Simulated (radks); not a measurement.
Results of a calculation; reference values are marked as such.
Problem. Ionisation of the calcium ion Ca3+, [Ne] 3s2 3p5, to [Ne] 3s2 3p4 as the strength of local exchange is varied. Level of theory: scalar-relativistic Kohn-Sham, Slater X-alpha exchange (alpha = 2/3 is LDA exchange), no correlation, spin-polarised, spherical densities, finite nucleus; open shells are filled with parallel spins first; Fermi nuclear charge, rms radius 3.4776 fm (a radial shooting solver on a logarithmic mesh with Libxc functionals).

alpha  E(Ca3+) (hartree)  exchange (hartree)  IE (eV)  -e of the level emptied (eV)  <r> of it (bohr)
0.58          -670.55321           -27.60960   63.477                   55.276 (3p)             1.227
0.623         -672.60340           -29.72792   64.429                   56.229 (3p)             1.220
0.65          -673.89324           -31.06306   65.031                   56.832 (3p)             1.216
0.667         -674.70636           -31.90569   65.412                   57.214 (3p)             1.213
0.74          -678.20676           -35.54154   67.060                   58.866 (3p)             1.202
0.972         -689.42564           -47.28484   72.442                   64.279 (3p)             1.167
?             -692.64342           -50.67791   74.013                   65.863 (3p)             1.158

Which alpha was used in the last row?

Solution. alpha = 1.038. NIST Atomic Spectra Database: 67.273 eV (semi-empirical). The Delta-SCF value meets it near alpha = 0.75. Open shells are spherical and high-spin; term and fine-structure splittings are not resolved.
